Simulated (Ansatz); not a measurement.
NiN₂H₈⁺, that is cis-NiH2(NH3)2 with one electron fewer. The state is a doublet with charge 1. Geometry PBE0-D4/def2-SVP, that of the neutral singlet; atoms count from 1.

Cartesian coordinates in Å:
```
Ni 0.5936 -0.5822 0.0739
H 1.9991 -0.6749 0.4935
H 0.7545 -2.0257 -0.1509
N -1.2866 -0.7349 -0.5387
H -1.2550 -1.1442 -1.4736
H -1.9237 0.0632 -0.5786
H -1.7240 -1.4426 0.0530
N 0.6465 1.3627 0.4591
H 1.4160 1.7439 -0.0931
H 0.9380 1.4573 1.4329
H -0.1583 1.9775 0.3224
```

(1) Estimate the Mulliken populations from the PBE0/def2-TZVP orbitals of Ansatz.

(2) Where does the spin sit?

(3) And the Mayer bond orders between bonded heavy atoms (over 0.3)?

## Answers

(1) 
```
atom  charge (e)  spin (α − β)  d electrons
 Ni1        0.13          1.14         8.51
  H2        0.08         -0.07            –
  H3        0.08         -0.07            –
  N4       -0.57          0.00            –
  H5        0.31          0.00            –
  H6        0.29          0.00            –
  H7        0.31          0.00            –
  N8       -0.57          0.00            –
  H9        0.31          0.00            –
 H10        0.31          0.00            –
 H11        0.29          0.00            –
```
Mulliken values and Mayer orders depend strongly on the basis.

(2) Summed by element: Ni 1.14, H -0.14, N 0.00, of 1 unpaired in all. Largest on single atoms: Ni1 1.14, H3 -0.07, H2 -0.07.

(3) Ni1–N4 0.48 (1.98 Å); Ni1–N8 0.48 (1.98 Å).
